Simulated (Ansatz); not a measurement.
Born–Oppenheimer molecular dynamics of C$_{2}$H$_{7}$ClO$_{2}$Si (13 atoms, charge 0, multiplicity 1). It starts from a relaxed structure.

Computed with RKS PBE/6-31G (Ansatz).

```yaml
ensemble: NVT, Nosé–Hoover chain
time_step: 0.5 fs
steps_asked: 461
set_temperature: 400 K
thermostat: time constant 100 fs, chain length 3
seed: 353019
```

Frames 2.5 fs apart, positions in Å.

Velocities at 5 fs (Å/ps):

```
Si -1.07 -4.87 0.92
H -14.27 9.40 -10.39
O 4.56 5.59 0.44
C 1.87 -0.58 -0.01
H -4.29 6.35 -26.05
H -9.86 -10.20 1.77
H -19.50 -9.02 5.93
Cl -0.81 -1.72 0.54
O -1.44 -0.17 0.71
C 1.09 6.72 -1.34
H 12.06 -1.41 -10.11
H 4.11 13.81 3.18
H 5.27 28.30 -11.24
```

```xyz
13
Properties=species:S:1:pos:R:3 time_fs=5 energy_less_start_eV=0.277 T=206
Si 0.171 -0.186 0.406
H 0.021 0.782 1.542
O 1.862 -0.143 -0.036
C 2.409 -0.986 -1.134
H 2.051 -0.662 -2.123
H 3.493 -0.842 -1.030
H 2.002 -1.997 -0.973
Cl -1.095 0.727 -1.179
O -0.357 -1.791 0.626
C -1.673 -2.297 0.419
H -2.295 -2.009 1.299
H -2.085 -1.895 -0.528
H -1.414 -3.379 0.307
13
Properties=species:S:1:pos:R:3 time_fs=7.5 energy_less_start_eV=0.378 T=136
Si 0.169 -0.197 0.408
H -0.010 0.800 1.520
O 1.871 -0.129 -0.035
C 2.411 -0.987 -1.134
H 2.049 -0.642 -2.174
H 3.477 -0.881 -1.030
H 1.978 -2.018 -0.963
Cl -1.097 0.722 -1.178
O -0.357 -1.789 0.628
C -1.670 -2.282 0.415
H -2.276 -2.027 1.269
H -2.084 -1.865 -0.515
H -1.434 -3.316 0.285
13
Properties=species:S:1:pos:R:3 time_fs=10 energy_less_start_eV=0.239 T=233
Si 0.170 -0.205 0.409
H -0.031 0.803 1.508
O 1.878 -0.116 -0.035
C 2.402 -0.989 -1.135
H 2.072 -0.628 -2.156
H 3.494 -0.940 -1.038
H 2.006 -2.015 -0.968
Cl -1.099 0.718 -1.177
O -0.352 -1.786 0.632
C -1.668 -2.266 0.407
H -2.298 -2.060 1.265
H -2.103 -1.838 -0.504
H -1.506 -3.321 0.266
13
Properties=species:S:1:pos:R:3 time_fs=12.5 energy_less_start_eV=0.252 T=225
Si 0.173 -0.209 0.409
H -0.040 0.790 1.506
O 1.881 -0.103 -0.034
C 2.390 -0.991 -1.137
H 2.108 -0.617 -2.096
H 3.511 -1.004 -1.049
H 2.057 -2.006 -0.985
Cl -1.101 0.713 -1.176
O -0.342 -1.781 0.637
C -1.668 -2.254 0.396
H -2.344 -2.094 1.282
H -2.134 -1.806 -0.499
H -1.605 -3.375 0.246
13
Properties=species:S:1:pos:R:3 time_fs=15 energy_less_start_eV=0.322 T=177
Si 0.179 -0.209 0.408
H -0.036 0.765 1.519
O 1.881 -0.093 -0.035
C 2.384 -0.991 -1.131
H 2.123 -0.582 -2.086
H 3.490 -1.053 -1.059
H 2.086 -2.031 -1.002
Cl -1.103 0.708 -1.175
O -0.331 -1.780 0.643
C -1.675 -2.249 0.386
H -2.367 -2.120 1.277
H -2.161 -1.771 -0.493
H -1.703 -3.381 0.229
13
Properties=species:S:1:pos:R:3 time_fs=17.5 energy_less_start_eV=0.318 T=180
Si 0.187 -0.204 0.405
H -0.020 0.734 1.547
O 1.879 -0.086 -0.036
C 2.383 -0.992 -1.120
H 2.115 -0.533 -2.121
H 3.460 -1.069 -1.059
H 2.074 -2.070 -1.020
Cl -1.105 0.702 -1.174
O -0.322 -1.784 0.649
C -1.690 -2.252 0.379
H -2.349 -2.127 1.247
H -2.168 -1.737 -0.475
H -1.766 -3.327 0.208
13
Properties=species:S:1:pos:R:3 time_fs=20 energy_less_start_eV=0.274 T=212
Si 0.197 -0.195 0.401
H 0.007 0.701 1.587
O 1.876 -0.083 -0.039
C 2.380 -0.992 -1.112
H 2.108 -0.517 -2.118
H 3.466 -1.051 -1.043
H 2.031 -2.064 -1.040
Cl -1.106 0.697 -1.174
O -0.316 -1.793 0.655
C -1.709 -2.256 0.371
H -2.325 -2.102 1.240
H -2.158 -1.699 -0.457
H -1.779 -3.294 0.170
13
Properties=species:S:1:pos:R:3 time_fs=22.5 energy_less_start_eV=0.139 T=307
Si 0.208 -0.184 0.398
H 0.044 0.669 1.630
O 1.871 -0.083 -0.042
C 2.375 -0.993 -1.108
H 2.111 -0.541 -2.063
H 3.491 -1.010 -1.013
H 1.971 -2.009 -1.056
Cl -1.108 0.691 -1.173
O -0.314 -1.808 0.659
C -1.727 -2.253 0.364
H -2.317 -2.055 1.280
H -2.144 -1.655 -0.454
H -1.748 -3.331 0.109
13
Properties=species:S:1:pos:R:3 time_fs=25 energy_less_start_eV=0.288 T=205
Si 0.218 -0.172 0.395
H 0.089 0.637 1.665
O 1.866 -0.086 -0.045
C 2.375 -0.990 -1.104
H 2.112 -0.561 -2.037
H 3.481 -0.970 -0.979
H 1.904 -1.962 -1.057
Cl -1.109 0.685 -1.173
O -0.314 -1.824 0.662
C -1.742 -2.249 0.360
H -2.310 -2.021 1.314
H -2.134 -1.615 -0.462
H -1.698 -3.354 0.056
13
Properties=species:S:1:pos:R:3 time_fs=27.5 energy_less_start_eV=0.305 T=193
Si 0.227 -0.160 0.394
H 0.137 0.611 1.685
O 1.862 -0.090 -0.049
C 2.378 -0.985 -1.096
H 2.106 -0.548 -2.084
H 3.443 -0.954 -0.949
H 1.846 -1.956 -1.039
Cl -1.110 0.680 -1.172
O -0.316 -1.840 0.663
C -1.754 -2.245 0.358
H -2.296 -2.025 1.301
H -2.129 -1.597 -0.465
H -1.658 -3.304 0.037
13
Properties=species:S:1:pos:R:3 time_fs=30 energy_less_start_eV=0.407 T=124
Si 0.233 -0.150 0.395
H 0.183 0.595 1.691
O 1.857 -0.095 -0.052
C 2.375 -0.977 -1.091
H 2.116 -0.536 -2.127
H 3.440 -0.972 -0.923
H 1.831 -1.960 -1.011
Cl -1.111 0.674 -1.172
O -0.318 -1.853 0.661
C -1.760 -2.237 0.357
H -2.297 -2.065 1.268
H -2.134 -1.604 -0.457
H -1.644 -3.237 0.039
13
Properties=species:S:1:pos:R:3 time_fs=32.5 energy_less_start_eV=0.292 T=205
Si 0.237 -0.143 0.398
H 0.224 0.599 1.692
O 1.855 -0.098 -0.055
C 2.366 -0.968 -1.093
H 2.154 -0.548 -2.108
H 3.468 -1.020 -0.906
H 1.868 -1.949 -0.988
Cl -1.112 0.669 -1.171
O -0.320 -1.861 0.657
C -1.756 -2.222 0.354
H -2.341 -2.121 1.267
H -2.156 -1.616 -0.454
H -1.654 -3.248 0.033
```

Of the whole run (230 fs, mean temperature of the second half 299 K): The conserved energy stayed within 0.31 meV per atom of its start (net change 0.19 meV per atom), so the integration is sound. The mean temperature of the second half is 25 % below the set value. A run of 0.23 ps of so small a system gives no equilibrium averages. Limits of this set-up: no polarisation functions.

Run time: 32 min on 1 thread of Intel(R) Xeon(R) Platinum 8488C (Sapphire Rapids) (shared host), peak memory 0.17 GiB.
